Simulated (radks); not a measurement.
Computed order of ionisation of gallium. At each step one electron was removed from each of the four highest sub-shells of the ion before, moves of one valence electron (up to charge 6) and the configuration listed by NIST were tried, and the lowest configuration was kept. Calculated with a radial shooting solver on a logarithmic mesh with Libxc functionals: Dirac Kohn-Sham, PBE, spin-unpolarised, spherical densities, finite nucleus; Fermi nuclear charge, rms radius of each element as measured or else 0.836 A^(1/3) + 0.57 fm. Sub-shells are occupied by j as written (lower j first in brackets).

species	lowest configuration found	NIST configuration	margin to the next tried (eV)	IE (eV)	NIST IE (eV)	kind
Ga	[Ar] 3d10 4s2 4p(1/2: 1, 3/2: 0)	same	6.435	5.767	5.999	exp.
Ga+	[Ar] 3d10 4s2	same	7.249	21.128	20.515	exp.
Ga2+	[Ar] 3d10 4s1	same	8.234	31.271	30.726	exp.
Ga3+	[Ar] 3d10	same	18.534	63.672	63.24	exp.
Ga4+	[Ar] 3d(3/2: 4, 5/2: 5)	same	0.509	88.113	86.0	semi-emp.
Ga5+	[Ar] 3d(3/2: 4, 5/2: 4)	same	0.548	114.88	113	theory
Ga6+	[Ar] 3d(3/2: 4, 5/2: 3)	same	0.590	143.77	141	theory
Ga7+	[Ar] 3d(3/2: 4, 5/2: 2)	same	0.633	174.64	170	theory
Ga8+	[Ar] 3d(3/2: 4, 5/2: 1)	same	0.679	207.40	211	theory
Ga9+	[Ar] 3d(3/2: 4, 5/2: 0)	same	0.727	242.74	244	theory
Ga10+	[Ar] 3d(3/2: 3, 5/2: 0)	same	79.436	279.14	280	theory
Ga11+	[Ar] 3d(3/2: 2, 5/2: 0)	same	78.492	317.21	319	theory
Ga12+	[Ar] 3d(3/2: 1, 5/2: 0)	same	77.254	356.91	356	theory
Ga13+	[Ar]	same	75.725	472.09	471	semi-emp.

Reference values: NIST Atomic Spectra Database (exp. = measured, semi-emp. = semi-empirical, theory = theoretical value adopted there). Spin polarisation and multiplet splitting are left out, so open shells lie too high by an amount that depends on their filling.

Beside tabulated values, note that spin-unpolarised runs miss the spin-polarisation part of the exchange energy of open shells.
